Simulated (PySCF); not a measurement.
Geometries of 3 isomers of C5H7NO2, from PBE0-D3(BJ)/def2-SVP geometry optimisation, gas phase (PySCF). One conformer each, no zero-point energy, no frequencies.

Question: Which isomer lies lowest at this level?
A.
```xyz
15
angstrom
C     -3.251   -0.214   -1.098
C     -2.219   -0.493   -0.308
O     -1.028    0.167   -0.463
C     -0.003   -0.152    0.357
O     -0.066   -0.991    1.213
C      1.196    0.704    0.061
C      2.454    0.189    0.692
N      3.566    0.293    0.095
H     -3.178    0.540   -1.884
H     -4.192   -0.748   -0.962
H     -2.223   -1.234    0.495
H      0.972    1.711    0.461
H      1.329    0.830   -1.023
H      2.321   -0.269    1.690
H      4.315   -0.091    0.678
```
B.
```xyz
15
angstrom
C      2.053    0.395   -0.815
O      1.627   -0.184    0.384
C      0.488   -0.982    0.256
C     -0.767   -0.190    0.046
C     -1.933   -0.511   -0.706
N     -2.834    0.435   -0.642
O     -2.296    1.407    0.141
C     -1.081    1.039    0.549
H      1.289    1.063   -1.256
H      2.953    0.986   -0.598
H      2.310   -0.375   -1.570
H      0.414   -1.562    1.189
H      0.600   -1.714   -0.569
H     -2.140   -1.406   -1.293
H     -0.543    1.744    1.180
```
C.
```xyz
15
angstrom
C      2.955   -0.163   -0.548
C      1.900    0.378    0.068
C      0.522    0.125   -0.429
O      0.317   -0.588   -1.394
C     -0.598    0.831    0.299
C     -1.934    0.103    0.457
N     -2.306   -0.656   -0.596
O     -2.602    0.272    1.455
H      2.799   -0.800   -1.424
H      3.977    0.008   -0.202
H      2.019    1.017    0.948
H     -0.803    1.755   -0.275
H     -0.291    1.153    1.302
H     -1.614   -0.879   -1.307
H     -3.150   -1.206   -0.499
```

Answer: C. That is `C=CC(=O)CC(N)=O`, 23.7 kcal/mol below the next.

```
            SMILES                                   atoms numbered as above      E (Eh)  relative (kcal/mol)  relative (kJ/mol)  dipole (D)
   C=CC(=O)CC(N)=O    [CH2:1]=[CH:2][C:3](=[O:4])[CH2:5][C:6]([NH2:7])=[O:8]  -399.20809                  0.0                0.0        3.24
[H]/N=C/CC(=O)OC=C  [H]/[N:8]=[CH:7]/[CH2:6][C:4]([O:3][CH:2]=[CH2:1])=[O:5]  -399.17039                 23.7               99.0        1.08
        COCc1cnoc1          [CH3:1][O:2][CH2:3][c:4]1[cH:5][n:6][o:7][cH:8]1  -399.13056                 48.6              203.6        2.57
```

As drawn, the lowest has a C=O bond, an N–H bond and a C(=O)–N unit, which the highest lacks; the highest has an aromatic ring and an N–O linkage, which the lowest lacks.
